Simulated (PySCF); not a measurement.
NICS in one family of compounds.

Definitions: NICS(0) = −σiso at the ring centroid; NICS(1) = −σiso and NICS(1)zz = −σzz at ±1 Å along the ring normal z. Level: GIAO PBE0/pcSseg-1 (PySCF, non-relativistic, gas phase) on the GFN2-xTB geometries, one conformer each. Atom numbers follow the mapped SMILES.

Question: Order these rings by mean NICS(1)zz, lowest (most negative) first (ppm).
A. ring C2–C3–S4–C5–P7 in `[F:1][c:2]1[cH:3][s:4][c:5]([SiH3:6])[p:7]1`
B. ring C2–P3–C4–S5–C6 in `[F:1][c:2]1[p:3][cH:4][s:5][c:6]1[C:7]([F:8])([F:9])[F:10]`
C. ring C3–P4–C5–C7–S8 in `[CH2:1]=[CH:2][c:3]1[p:4][c:5]([F:6])[cH:7][s:8]1`
D. ring C5–P6–C7–C9–S10 in `[CH3:1][C:2]([CH3:3])([CH3:4])[c:5]1[p:6][c:7]([F:8])[cH:9][s:10]1`
E. ring C4–P5–C6–C8–S9 in `[CH3:1][N:2]([CH3:3])[c:4]1[p:5][c:6]([F:7])[cH:8][s:9]1`

Answer: A (-24.4), B (-23.0), D (-20.8), C (-19.4), E (-17.8).

| SMILES | ring | NICS(0) | NICS(1) | NICS(1)zz | HOMA | rms pucker (Å) | ring atoms with four or more neighbours |
| --- | --- | --- | --- | --- | --- | --- | --- |
| Fc1csc([SiH3])p1 | 5-membered ring with P and S; formal bonds all aromatic | -12.2 | -11.1 | -24.4 | 0.73 | 0.00 | 0 |
| Fc1pcsc1C(F)(F)F | 5-membered ring with P and S; formal bonds all aromatic | -12.5 | -10.9 | -23.0 | 0.78 | 0.00 | 0 |
| CC(C)(C)c1pc(F)cs1 | 5-membered ring with P and S; formal bonds all aromatic | -11.8 | -10.2 | -20.8 | 0.71 | 0.00 | 0 |
| C=Cc1pc(F)cs1 | 5-membered ring with P and S; formal bonds all aromatic | -11.1 | -9.6 | -19.4 | 0.70 | 0.00 | 0 |
| CN(C)c1pc(F)cs1 | 5-membered ring with P and S; formal bonds all aromatic | -12.2 | -9.2 | -17.8 | 0.63 | 0.01 | 0 |

NICS(0) gives another order. The isotropic NICS(1) gives the same order. Over the 5 rings with a HOMA value its correlation coefficient with NICS(1)zz is -0.84. HOMA uses Krygowski's 1993 parameters. NICS(1) and NICS(1)zz are means over the two faces.
